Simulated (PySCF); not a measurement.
## Molecular orbitals of CuCl⁺

PBE0 at R = 2.095 Å; Cu def2-TZVPPD, Cl def2-TZVPPD; no relativity (PySCF 2.14). State: ²Π (doublet), unpaired electrons π ↑. Only the outer orbitals are listed, counted within each symmetry.

| spin | orbital | occ. | ε (eV) | on Cu (%) | main shells (%) |
| --- | --- | --- | --- | --- | --- |
| α | 10σ | 1 | -18.65 | 53 | 48 Cu d, 43 Cl p |
| α | 4π | 1 | -18.43 | 64 | 64 Cu d, 35 Cl p |
| α | 4π | 1 | -17.64 | 77 | 76 Cu d, 23 Cl p |
| α | 1δ | 1 | -17.15 | 99 | 99 Cu d |
| α | 1δ | 1 | -17.14 | 100 | 100 Cu d |
| α | 5π | 1 | -16.85 | 36 | 64 Cl p, 35 Cu d |
| α | 11σ | 1 | -16.06 | 65 | 50 Cu d, 35 Cl p, 12 Cu s |
| α | 5π | 1 | -15.78 | 24 | 76 Cl p, 23 Cu d |
| α | 12σ | 0 | -9.15 | 104 | 97 Cu s |
| α | 6π | 0 | -5.48 | 94 | 94 Cu p |
| α | 6π | 0 | -5.31 | 95 | 95 Cu p |
| β | 10σ | 1 | -18.39 | 55 | 50 Cu d, 41 Cl p |
| β | 4π | 1 | -17.39 | 78 | 78 Cu d, 22 Cl p |
| β | 1δ | 1 | -16.92 | 98 | 97 Cu d |
| β | 1δ | 1 | -16.90 | 100 | 100 Cu d |
| β | 4π | 1 | -16.18 | 74 | 74 Cu d, 25 Cl p |
| β | 11σ | 1 | -15.83 | 66 | 49 Cu d, 34 Cl p, 14 Cu s |
| β | 5π | 1 | -15.45 | 23 | 77 Cl p, 22 Cu d |
| β | 5π | 0 | -12.55 | 28 | 72 Cl p, 26 Cu d |
| β | 12σ | 0 | -9.05 | 103 | 95 Cu s |
| β | 6π | 0 | -5.33 | 95 | 95 Cu p |

Task: Which are the highest filled and the lowest empty level, where do they sit, and how wide is the gap?

Result: Highest filled β 5π at -15.45 eV (in %: 77 Cl p, 22 Cu d); lowest empty β 5π at -12.55 eV (in %: 72 Cl p, 26 Cu d); the gap at PBE0 is 2.90 eV. Both belong to one degenerate shell, split only by its one-sided filling, so this is no excitation gap.

```json
{
  "bond order (Mayer)": "1.23",
  "⟨S²⟩": "0.756",
  "charge on Cu (Mulliken, basis-dependent)": "0.74",
  "charge on Cu (Löwdin, basis-dependent)": "0.55",
  "dipole moment (positive dipole points towards Cl; it is taken about the centre of mass and depends on that origin)": "-2.81 D",
  "polarisability along the bond": "46.9 bohr³",
  "polarisability across the bond": "19.8 bohr³"
}
```

Shares are Mulliken populations and can fall outside 0 to 100 %.

The state is the lowest single determinant that the PBE0 search found; with open d or f shells the true ground state can be another one.
